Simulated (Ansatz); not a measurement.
**Telling isomers of CH3OSb apart by their spectra**

These gas-phase data were calculated for one isomer of CH3OSb at B3LYP-D4/def2-TZVP (harmonic, unscaled wavenumbers; equilibrium rotational constants with average atomic masses):

* rotational constants: 11.87, 6.218, 4.188 GHz
* all wavenumbers above 1500 cm⁻¹: 3140, 3101, 3024

Candidates:

(1) `[CH2]=[Sb][OH]`, a singlet
(2) `[CH3][Sb]=[O]`, a singlet

Task: Which candidate do the data belong to?

Result: Candidate (2). No mode falls between 3300 and 4000 cm⁻¹, where the O–H stretch of (1) would stand.

The same quantities for all candidates:

|  | rotational constants (GHz) | wavenumbers above 1500 cm⁻¹ | E above the lowest, B3LYP-D4/def2-TZVP (kcal/mol) |
| --- | --- | --- | --- |
| (1) | 11.57, 6.637, 4.217 | 3803, 3222, 3122 | 0.0 |
| (2) | 11.87, 6.218, 4.188 | 3140, 3101, 3024 | 3.5 |

Harmonic stretches to hydrogen usually lie a few per cent above observed fundamentals. Each candidate is one conformer. Atoms past krypton carry core potentials. Programs: Ansatz 0.2.0.
